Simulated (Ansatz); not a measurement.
C4F10 (`FC(F)(F)C(F)(F)C(F)(F)C(F)(F)F`). Total charge 0; spin multiplicity 1. The structure was optimised at the PBE0-D4/def2-TZVP level. It is one conformer, not always the lowest.

```xyz
14

F    -2.112    0.703   -0.339
C    -1.174    1.159    0.479
F    -1.754    1.740    1.518
F    -0.442    2.063   -0.157
C    -0.278    0.000    0.994
F    -1.024   -0.749    1.815
F     0.724    0.543    1.693
C     0.319   -0.979   -0.062
F    -0.676   -1.695   -0.597
F     1.131   -1.803    0.613
C     1.141   -0.370   -1.229
F     0.344    0.277   -2.069
F     1.738   -1.353   -1.886
F     2.063    0.465   -0.773
```

(1) What is the dipole moment at ωB97M-V/def2-TZVPP? (Best estimate.)

(2) And with PBE, r2SCAN, B3LYP? (Estimate.)

(3) Give the Mulliken charges with ωB97M-V, B3LYP, PBE in def2-TZVPP. (Best estimate.)

## Answers

(1) Ansatz gave: 0.24 D, with components (-0.01, 0.17, -0.17) D in this frame, pointing from negative to positive charge.

(2) Computed: PBE 0.22 D, r2SCAN 0.23 D, B3LYP 0.24 D.

(3) Computed: 
```tsv
atom	ωB97M-V	B3LYP	PBE
F1	-0.14	-0.15	-0.11
C2	0.42	0.45	0.32
F3	-0.13	-0.15	-0.10
F4	-0.14	-0.15	-0.11
C5	0.26	0.30	0.21
F6	-0.14	-0.15	-0.11
F7	-0.14	-0.16	-0.11
C8	0.26	0.30	0.21
F9	-0.14	-0.16	-0.11
F10	-0.14	-0.15	-0.11
C11	0.42	0.45	0.32
F12	-0.14	-0.15	-0.11
F13	-0.13	-0.15	-0.10
F14	-0.14	-0.15	-0.11
```

B3LYP here is the variant with VWN-RPA as its local correlation; programs differ in this.
